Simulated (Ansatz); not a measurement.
Reaction (hydrogenolysis of a C–S bond): `C[CH](S)[Zn][F]` + H₂ → `C[CH2][Zn][F]` + H₂S

Isolated molecules relaxed with PBE0-D4/def2-TZVP in Ansatz; ΔE leaves out vibrations. CCSD(T)/CBS is the MP2 limit (def2-TZVPP, def2-QZVPP) plus CCSD(T) − MP2 in def2-TZVPP, frozen cores. This one scheme is used for every species. DFT in def2-TZVPP. B3LYP here is the variant with VWN-RPA as its local correlation; programs differ in this. For Zn outer-core shells are correlated without core-valence functions, which leaves a few kJ/mol of doubt a bond. Scalar relativity is left out up to krypton. Each species was taken in one conformer, which may not be the lowest.

| level | ΔE (kJ/mol) | difference from CCSD(T)/CBS |
| --- | --- | --- |
| PBE-D4 | -68.4 | 4.5 |
| B3LYP-D4 | -75.4 | -2.5 |
| ωB97M-V | -76.7 | -3.8 |
| r2SCAN | -73.4 | -0.5 |
| PBE0 | -80.8 | -7.9 |
| HF/def2-TZVPP | -100.1 | -27.2 |
| CCSD/def2-TZVPP | -83.8 | -10.9 |
| MP2/def2-QZVPP | -67.9 | 5.0 |
| MP2/CBS(def2) | -66.1 | 6.8 |
| CCSD/CBS(def2) | -79.4 | -6.5 |
| CCSD(T)/CBS | -72.9 | 0 |

Largest T1 diagnostic among the species: 0.015.

From PBE to PBE0 (25 % exact exchange), in def2-TZVPP and without D4, ΔE moves by −5.1 kJ/mol. The D4 term adds +11.9 kJ/mol with B3LYP and +6.3 kJ/mol with PBE0; it sums over pairs of atoms, weighted by their polarisabilities, and B3LYP, whose exchange is more repulsive, gets the larger term. In def2-TZVPP, CCSD(T) changes the Hartree–Fock value by +22.8 kJ/mol (the triples alone add +6.5 kJ/mol) and MP2 by +29.6 kJ/mol.
